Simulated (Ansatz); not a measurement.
```xyz
9

F     1.257    0.428    1.944
C     1.264   -0.156    0.694
B    -0.080   -0.003   -0.069
N    -0.559   -0.447   -1.415
C    -1.590    0.152   -0.969
O    -1.295    0.634    0.312
H     2.075    0.283    0.097
H     1.507   -1.223    0.797
H    -2.580    0.333   -1.390
```

The species carries charge 0 and has multiplicity 1.

Problem. List the r2SCAN/def2-TZVPP orbital energies in eV (the Gaussian-basis code of Ansatz). (Estimate.)

Solution. Computed: Occupied: -666.22, -516.78, -385.10, -276.76, -275.21, -182.48, -31.72, -29.27, -23.59, -18.78, -16.49, -13.26, -13.03, -12.74, -12.35, -11.67, -11.58, -10.09, -8.86, -8.19, -7.39, -7.22. Lowest empty: -2.70, 0.37, 0.41, 1.13, 2.10, 2.48, 2.71, 3.60.
